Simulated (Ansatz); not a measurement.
`[CH3][InH][SeH]` + H–F → `[F][InH][SeH]` + CH₄  (ligand exchange at the In–C bond)

Computed with Ansatz on PBE0-D4/def2-TZVP structures; ΔE is electronic, products minus reactants. CCSD(T)/CBS is the MP2 limit (def2-TZVPP, def2-QZVPP) plus CCSD(T) − MP2 in def2-TZVPP, frozen cores. This one scheme is used for every species. Functionals use def2-TZVPP. def2 core potentials past Kr. For In, Se outer-core shells are correlated without core-valence functions, which leaves a few kJ/mol of doubt a bond. Scalar relativity is left out up to krypton. Each species was taken in one conformer, which may not be the lowest.

`[CH3][InH][SeH]`:

Cartesian coordinates in Å:
```
C -1.270 -0.012 0.206
In 0.785 0.479 0.561
Se 2.443 -0.442 -1.097
H -1.935 0.557 0.854
H -1.518 0.191 -0.837
H -1.417 -1.078 0.391
H 1.517 1.405 1.809
H 1.395 -1.100 -1.888
```

H–F:

Z-matrix (Å, degrees):
```
F
H 1 0.920
```

`[F][InH][SeH]`:

```xyz
5

F    -0.611    0.182   -1.793
In    0.010   -0.733   -0.182
Se    0.432    0.957    1.583
H     0.147   -2.423   -0.258
H     0.022    2.017    0.651
```

CH₄:

Z-matrix (Å, degrees):
```
C
H 1 1.090
H 1 1.090 2 109.5
H 1 1.090 2 109.5 3 -120.0
H 1 1.090 2 109.5 3 120.0
```

```tsv
level	ΔE (kJ/mol)	difference from CCSD(T)/CBS
LDA (SPW92)	-82.6	3.5
revPBE-D4	-93.1	-7.0
r2SCAN-D4	-100.5	-14.4
PBE0-D4	-86.6	-0.5
CAM-B3LYP-D4	-101.1	-15.0
ωB97X-V	-97.9	-11.8
PBE-QIDH	-84.0	2.1
PBE0	-89.5	-3.4
r2SCANh	-98.1	-12.0
RPA@PBE/def2-TZVPP	-82.9	3.2
HF/def2-SVP	-111.9	-25.8
MP2/def2-SVP	-104.2	-18.1
CCSD/def2-SVP	-104.4	-18.3
CCSD(T)/def2-TZVPP	-81.8	4.3
HF/def2-QZVPP	-108.1	-22.0
CCSD/CBS(def2)	-87.5	-1.4
CCSD(T)/CBS	-86.1	0
```

Largest T1 diagnostic among the species: 0.014.

At CCSD(T), def2-SVP lies −17.2 kJ/mol from the extrapolated value and def2-TZVPP +4.3 kJ/mol. The D4 term adds +5.2 kJ/mol with B3LYP and +2.9 kJ/mol with PBE0; it sums over pairs of atoms, weighted by their polarisabilities, and B3LYP, whose exchange is more repulsive, gets the larger term.

B3LYP here is the variant with VWN-RPA as its local correlation; programs differ in this.

CCSD(T)/CBS has its own doubt, a few kJ/mol and more with outer-core shells, so smaller differences from it don't rank the levels.
